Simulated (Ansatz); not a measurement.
HKO, triplet, at the geometry of the source list (a higher spin typed on purpose: for a closed-shell molecule this is an excited state). Base run: PBE/3-21G in Ansatz (a quantum-chemistry and plane-wave program).

Ansatz was given this input:
Ansatz 0.2 input:
```yaml
crystal:
  periodic: [false, false, false]
  atoms:
    - {symbol: K, position_ang: [-1.19540000, -0.72060000, -0.97020000]}
    - {symbol: O, position_ang: [0.41450000, -0.04720000, 0.31440000]}
    - {symbol: H, position_ang: [0.78090000, 0.76790000, 0.65580000]}
basis:
  gaussian:
    orbitals: 3-21G.json
hamiltonian:
  xc: pbe
magnetization: {spin_polarized: true, initial_magnetization: 2}
```
The basis file holds 3-21G in the JSON format of the Basis Set Exchange.

Each row names what was changed in the base input (with any setting that the change needs).

```json
[
 {"change": "base", "ΔE vs base (mEh)": "0.000"},
 {"change": "lower_state_search = light", "ΔE vs base (mEh)": "0.000"},
 {"change": "point_charge = charge:-1.0 position_ang:1.6712, 2.3548, 3.7082", "ΔE vs base (mEh)": "-21.960"},
 {"change": "nuclear_model = gaussian", "ΔE vs base (mEh)": "0.568"},
 {"change": "final_grid = 10, 20, 41", "ΔE vs base (mEh)": "0.000"},
 {"change": "final_grid = 4, 8, 17", "ΔE vs base (mEh)": "0.021"},
 {"change": "point_charge = charge:0.5 position_ang:0.0672, 4.2719, -1.9584", "ΔE vs base (mEh)": "-5.034"},
 {"change": "final_grid = 14, 28, 59", "ΔE vs base (mEh)": "0.000"},
 {"change": "fitting.mean_field = def2-universal-JKFIT", "ΔE vs base (mEh)": "-0.371"},
 {"change": "final_grid = 6, 12, 29", "ΔE vs base (mEh)": "-0.002"},
 {"change": "lower_state_search = off", "ΔE vs base (mEh)": "0.000"}
]
```
